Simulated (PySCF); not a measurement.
These compounds are isomers of formula C$_{5}$H$_{6}$F$_{2}$.

A. `C(/C=C)=C(\F)CF`
B. SMILES C=C/C=C/C(F)F
C. `C(=C)(F)C/C=C\F`
D. `InChI=1S/C5H6F2/c1-3-4(6)5(3,2)7/h1-2H3/t5-/m0/s1`

Spectrum 1. ¹³C{¹H} NMR (computed): δ 161.0 (C), 106.7 (C), 83.7 (C), 21.7 (CH3), 7.9 (CH3).

Spectrum 2. ¹³C{¹H} NMR (computed): δ 176.7 (C, d, J = 329.0 Hz), 158.1 (CH, d, J = 327.1 Hz), 114.4 (CH, t, J = 3.5 Hz), 96.1 (CH2, d, J = 20.5 Hz), 32.4 (CH2, dd, J = 24.3, 7.0 Hz).

Spectrum 3. ¹³C{¹H} NMR (computed): δ 169.3 (C), 137.0 (CH), 125.9 (CH2), 122.4 (CH), 83.5 (CH2).

Spectrum 4. ¹³C{¹H} NMR (computed): δ 143.8 (CH), 142.8 (CH), 133.7 (CH), 130.4 (CH2), 119.6 (CH).

Method: spin–spin couplings from B3LYP/pcJ-1 (spin–dipole term left out of most H,H and C,H couplings), PBE0/pcSseg-1 with gauge-including orbitals, structure optimised with GFN2-xTB, in PySCF 2.14.0 with density-fitted response routines (rapidly exchanging positions averaged, in vacuum, no relativistic terms, single conformer).

Chemical shifts δ = σref − σ; ¹³C against TMS, all at this level. Splittings of carbon signals by F and P are missing where no couplings were computed. One-bond C–F couplings are unscaled and too large by tens of Hz. Shifts are as computed. Against solution values, carbons near 30 ppm lie about +3 ppm off and those near 130 ppm about +5 ppm. Of 1211 compounds with measured shifts, 218 miss one by over three times the rms of a fit or turn the order of signals round; such compounds aren't used in these exercises.

Q: Match each spectrum to its structure.

A: 1–D, 2–C, 3–A, 4–B.

- Spectrum 1 (D): 5 ¹³C signals; δC 161.0 is a fully substituted alkene carbon; δC 106.7 is a fully substituted alkene carbon.
- Spectrum 2 (C): 5 ¹³C signals; δC 158.1 is an alkene CH; δC 114.4 is an alkene CH.
- Spectrum 3 (A): 5 ¹³C signals; δC 137.0 is an alkene CH; δC 125.9 is a terminal =CH2 carbon.
- Spectrum 4 (B): 5 ¹³C signals; δC 143.8 is an alkene CH; δC 142.8 is an alkene CH.
